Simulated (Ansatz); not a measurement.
Reactions of FGeH₈N₃Si, SMILES `[NH2][GeH2][NH][SiH](N)F`.

Calculated with Ansatz (gas phase, PBE0-D4/def2-TZVP geometries, no zero-point term in ΔE). CCSD(T)/CBS adds triple-zeta CCSD(T) − MP2 to the extrapolated MP2 energy (def2 sets, frozen cores). This one scheme is used for every species. Functionals use def2-TZVPP. For Br, Ge outer-core shells are correlated without core-valence functions, which leaves a few kJ/mol of doubt a bond. Scalar relativity is left out up to krypton. Each species was taken in one conformer, which may not be the lowest.

```csv
reaction,B2PLYP (kJ/mol),ωB97X-V (kJ/mol),CCSD(T)/CBS(def2) (kJ/mol)
`[NH2][GeH2][NH][SiH](N)F` + `N[SiH](N)F` → `N[Si@H](F)N[Si@H](N)F` + `[NH2][GeH2][NH2]`,11,11,12
`[NH2][GeH2][NH][SiH](N)F` + HCl → `[NH2][GeH2][Cl]` + `N[SiH](N)F`,-66,-62,-56
`[NH2][GeH2][NH][SiH](N)F` + `FCS` → `[NH2][GeH2][S]CF` + `N[SiH](N)F`,-30,-28,-27
`[NH2][GeH2][NH][SiH](N)F` + HBr → `N[SiH](F)Br` + `[NH2][GeH2][NH2]`,-11,-9,-8
`[NH2][GeH2][NH][SiH](N)F` + H–F → `[NH2][GeH2][F]` + `N[SiH](N)F`,-60,-57,-43
```

Largest T1 diagnostic: 0.012, for `[NH2][GeH2][S]CF`.
